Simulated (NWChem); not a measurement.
# C₂H₃ClF₂Si; SMILES F[SiH](F)/C=C\Cl

```xyz
9

F     -0.6024    -2.5445     0.2969
Si     0.1136    -1.0787     0.2980
F      1.4590    -1.2152    -0.6116
C     -1.0986     0.1017    -0.4742
C     -0.9786     1.4422    -0.4579
Cl     0.3736     2.2698     0.2600
H      0.5246    -0.7476     1.6906
H     -2.0010    -0.3040    -0.9647
H     -1.7126     2.1399    -0.8933
```
Atoms are numbered in this order, from 1.

Geometry: optimised at PBE-D3(BJ)/def2-SVP.

**Question.** List the 4 lowest vertical singlet excitations from PBE/def2-SVP, full TDDFT (NWChem).

**Answer.** 
```csv
state,energy (eV),oscillator strength,leading excitation (squared amplitude)
S1,5.56,0.008,HOMO−1 → LUMO (0.91)
S2,5.80,0.168,HOMO → LUMO (0.82)
S3,6.09,0.005,HOMO−2 → LUMO (0.98)
S4,6.88,0.002,HOMO → LUMO+1 (0.94)
```
